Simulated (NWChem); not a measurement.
System meant: ethylenediamine (C₂H₈N₂); SMILES NCCN

The following NWChem deck was run.

```
start job
memory heap 200 mb stack 900 mb global 1100 mb
geometry units angstroms noautoz
  N     -0.202143     1.861704    -0.056464
  C      0.497335     0.580719    -0.025568
  C     -0.497335    -0.580719    -0.025568
  N      0.202143    -1.861704    -0.056464
  H      0.474879     2.630092    -0.134337
  H     -0.686042     2.013972     0.838960
  H      1.197721     0.443782     0.843523
  H      1.127134     0.488941    -0.935639
  H     -1.127134    -0.488941    -0.935639
  H     -1.197721    -0.443782     0.843523
  H     -0.474879    -2.630092    -0.134337
  H      0.686042    -2.013972     0.838960
end
basis spherical
  * library def2-svp
end
dft
  xc b3lyp
  iterations 4
  mulliken
end
task dft energy
```

End of the output:

```
    Atom       Charge   Shell Charges
 -----------   ------   -------------------------------------------------------
    1 N    7     7.13   1.97  0.74  0.45  2.23  1.70  0.04
    2 C    6     5.99   1.96  0.59  0.30  1.89  1.14  0.12
    3 C    6     5.99   1.96  0.59  0.30  1.89  1.14  0.12
    4 N    7     7.13   1.97  0.74  0.45  2.23  1.70  0.04
    5 H    1     0.94   0.61  0.22  0.12
    6 H    1     0.95   0.61  0.22  0.12
    7 H    1     1.01   0.66  0.29  0.06
    8 H    1     0.98   0.65  0.27  0.06
    9 H    1     0.98   0.65  0.27  0.06
   10 H    1     1.01   0.66  0.29  0.06
   11 H    1     0.94   0.61  0.22  0.12
   12 H    1     0.95   0.61  0.22  0.12

 center of mass
 --------------
 x =   0.00000000 y =  -0.00000000 z =  -0.03731039

 moments of inertia (a.u.)
 ------------------
         474.692090897400          -0.000000000000           0.000000000000
          -0.000000000000          66.616213858770          -0.000000000000
           0.000000000000          -0.000000000000         507.429898315242

     Multipole analysis of the density
     ---------------------------------

     L   x y z        total         alpha         beta         nuclear
     -   - - -        -----         -----         ----         -------
     0   0 0 0     -0.000000    -17.000000    -17.000000     34.000000

     1   1 0 0     -0.000000     -0.000000     -0.000000      0.000000
     1   0 1 0      0.000000      0.000000      0.000000     -0.000000
     1   0 0 1      0.771963      0.385982      0.385982      0.000000

     2   2 0 0    -20.091448    -28.543108    -28.543108     36.994768
     2   1 1 0      2.799913     -0.494188     -0.494188      3.788289
     2   1 0 1     -0.000000     -0.000000     -0.000000      0.000000
     2   0 2 0    -17.131676   -143.144583   -143.144583    269.157491
     2   0 1 1     -0.000000     -0.000000     -0.000000      0.000000
     2   0 0 2    -19.626345    -18.151077    -18.151077     16.675810

 ------------------------------------------------------------------------
 dft energy failed                                                                                  0
 ------------------------------------------------------------------------
 ------------------------------------------------------------------------
  current input line :
    25: task dft energy
 ------------------------------------------------------------------------
 ------------------------------------------------------------------------
 This type of error is most commonly associated with calculations not reaching convergence criteria
 ------------------------------------------------------------------------
 For more information see the NWChem manual at https://nwchemgit.github.io

0:dft energy failed:Received an Error in Communication
```

**Question.** What is wrong, and how is it mended?

**Answer.** The run did not converge; its last values are not results. Cause: the SCF was allowed too few iterations. This input runs:
```
start job
memory heap 200 mb stack 900 mb global 1100 mb
geometry units angstroms noautoz
  N     -0.202143     1.861704    -0.056464
  C      0.497335     0.580719    -0.025568
  C     -0.497335    -0.580719    -0.025568
  N      0.202143    -1.861704    -0.056464
  H      0.474879     2.630092    -0.134337
  H     -0.686042     2.013972     0.838960
  H      1.197721     0.443782     0.843523
  H      1.127134     0.488941    -0.935639
  H     -1.127134    -0.488941    -0.935639
  H     -1.197721    -0.443782     0.843523
  H     -0.474879    -2.630092    -0.134337
  H      0.686042    -2.013972     0.838960
end
basis spherical
  * library def2-svp
end
dft
  xc b3lyp
  iterations 150
  mulliken
end
task dft energy
```
It converges to -190.37553 Ha (B3LYP/def2-SVP).
